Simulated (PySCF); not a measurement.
**A search over the determinants of GaH**

Unrestricted PBE0; basis Ga cc-pVTZ-PP with ECP10, H cc-pVTZ; scalar-relativistic core potentials; PySCF 2.14. Outer shells of the fragments: Ga 3d10 4s2 4p1; H 1s1.

Followed along the bond (rough minima from three points):

```tsv
2Ms+1	unpaired	⟨S²⟩ at the start	R at minimum (Å)	Te (eV)
1	none	0.00	1.68	0.00
3	σ ↑, π ↑	2.00	1.61	2.05
```

Solutions found at the starting distance of 1.525 Å, counted from the lowest of them; the search is not exhaustive and high or unbound solutions are not listed, so other states can lie among these:

```
2Ms+1  unpaired   term  E (eV)  ⟨S²⟩  ⟨Lz²⟩  μ (D)
    1      none    ¹Σ⁺    0.00  0.00   0.00   0.24
    3  σ ↑, π ↑     ³Π    1.94  2.00   1.00  -0.12
    1  σ ↑, π ↓  mixed    2.32  1.02   1.00  -0.03
    3      π ↑↑    ³Σ⁻    5.51  2.09   0.00  -0.45
    3      σ ↑↑    ³Σ⁺    5.81  2.00   0.00   3.82
    1      π ↑↓  mixed    5.92  1.00   2.02  -0.52
```

A term symbol is given only where ⟨S²⟩ and ⟨Lz²⟩ are close to those of a pure state; real π, δ and φ orbitals otherwise mix terms. A positive dipole means Ga(−)H(+).

Q: Compare the gap between the two lowest followed solutions at the starting distance with the gap between their minima.

A: At PBE0 the second solution (triplet, unpaired electrons σ ↑, π ↑) lies +1.94 eV from the first (singlet, closed shell) at 1.525 Å and +2.05 eV at the minima; the two curves relax by different amounts, since their minima lie near 1.61 and 1.68 Å.

Counting both spins, an empty level lies below a filled one in some of these solutions, because spin and occupation are held.
